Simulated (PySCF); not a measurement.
Input file for PySCF: D3(BJ) and D4 dispersion corrections on GaH4IO (a complex), monomers drawn apart or pushed together.

```python
from pyscf import gto
from pyscf.dispersion import dftd3, dftd4

mol = gto.M(
    atom='''
    Ga   -0.02731395   -1.20651865    1.50893176
    I    -0.16180392    1.06806160    0.28493848
    H     1.39649928   -1.83709612    1.48392398
    H    -1.41062723   -1.91961830    1.66194848
    O     0.04675517   -0.46771751    5.17852431
    H     0.21123626    0.46105601    4.94655322
    H    -0.82465383   -0.49368534    5.59603546
    ''',
    basis='def2-svp',
    charge=0, spin=0, verbose=0, max_memory=1800)
d3, d4 = {}, {}
for xc in ['hf', 'pbe', 'blyp', 'revpbe', 'tpss', 'r2scan', 'b3lyp', 'pbe0', 'bhlyp', 'camb3lyp', 'b2plyp']:
    d3[xc] = float(dftd3.DFTD3Dispersion(mol, xc=xc, version='d3bj', atm=False).get_dispersion()['energy'])
    print(f'D3(BJ) {xc:10s} {d3[xc]:14.8f} Eh')
for xc in ['hf', 'pbe', 'blyp', 'revpbe', 'tpss', 'r2scan', 'b3lyp', 'pbe0', 'bhlyp', 'camb3lyp', 'b2plyp']:
    d4[xc] = float(dftd4.DFTD4Dispersion(mol, xc={'camb3lyp': 'cam-b3lyp'}.get(xc, xc), atm=True).get_dispersion()['energy'])
    print(f'D4     {xc:10s} {d4[xc]:14.8f} Eh')
```

The log:

```
D3(BJ) hf            -0.02593727 Eh
D3(BJ) pbe           -0.00336702 Eh
D3(BJ) blyp          -0.00766296 Eh
D3(BJ) revpbe        -0.00738242 Eh
D3(BJ) tpss          -0.00450941 Eh
D3(BJ) r2scan        -0.00108366 Eh
D3(BJ) b3lyp         -0.00651020 Eh
D3(BJ) pbe0          -0.00325561 Eh
D3(BJ) bhlyp         -0.00604796 Eh
D3(BJ) camb3lyp      -0.00352855 Eh
D3(BJ) b2plyp        -0.00361132 Eh
D4     hf            -0.01066539 Eh
D4     pbe           -0.00379598 Eh
D4     blyp          -0.00767149 Eh
D4     revpbe        -0.00835178 Eh
D4     tpss          -0.00500914 Eh
D4     r2scan        -0.00094285 Eh
D4     b3lyp         -0.00614853 Eh
D4     pbe0          -0.00332163 Eh
D4     bhlyp         -0.00611555 Eh
D4     camb3lyp      -0.00352584 Eh
D4     b2plyp        -0.00264161 Eh
```

The run finished.

Cost: roughly 0.03 core-seconds.
